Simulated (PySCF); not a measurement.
## SmH₂: from structure and modes to constants

These are results of UPBE0/[Sm def2-TZVP with ECP28, H def2-TZVP], scalar-relativistic core potentials, density fitting, no spin–orbit coupling, PySCF, not measurements.

The septet minimum has C2v symmetry. Masses (u): Sm 151.91973, H 1.00782.

```xyz
3
charge 0 multiplicity 7, angstrom
Sm   -0.0150    0.0000    0.0000
H     1.1289    0.0000    1.8020
H     1.1289    0.0000   -1.8020
```

Harmonic wavenumbers (cm⁻¹): 400.2 (×1), 1205.7 (×1), 1251.4 (×1).

Question: Find the principal moments of inertia and the rotational constants. What kind of rotor is it?

Answer: About the centre of mass I = 2.6028, 6.5452, 9.1481 u Å². With B = 16.8576/I this gives 6.477, 2.576, 1.843 cm⁻¹. The molecule is an asymmetric top with κ = -0.68.

Question: What is the harmonic zero-point energy?

Answer: Half the sum of all 3 wavenumbers, 2857/2 = 1429 cm⁻¹, which is 17.1 kJ/mol (1 cm⁻¹ = 0.0119627 kJ/mol).

Question: Give the standard entropy (298.15 K, 1 bar) by its translational, rotational, vibrational and spin parts, and Cp.

Answer: Sackur–Tetrode with M = 153.94 u gives 171.7; rotation with symmetry number 2 gives 63.7; vibration 4.3; spin R ln 7 = 16.2. The total is 255.9 J/(mol K), and Cp = 4 R + 7.7 = 41.0 J/(mol K).

The spin densities have lower symmetry than the nuclear frame, so modes carry no symmetry labels. Only a few start shapes were tried, so a lower isomer may exist. Other spin states or occupations of the open shell can lie lower. The pruned grid is coarse for the open f shell: energies are uncertain by about 2 kJ/mol and soft modes are noisy. Spin–orbit coupling, left out here, can matter for elements this heavy.
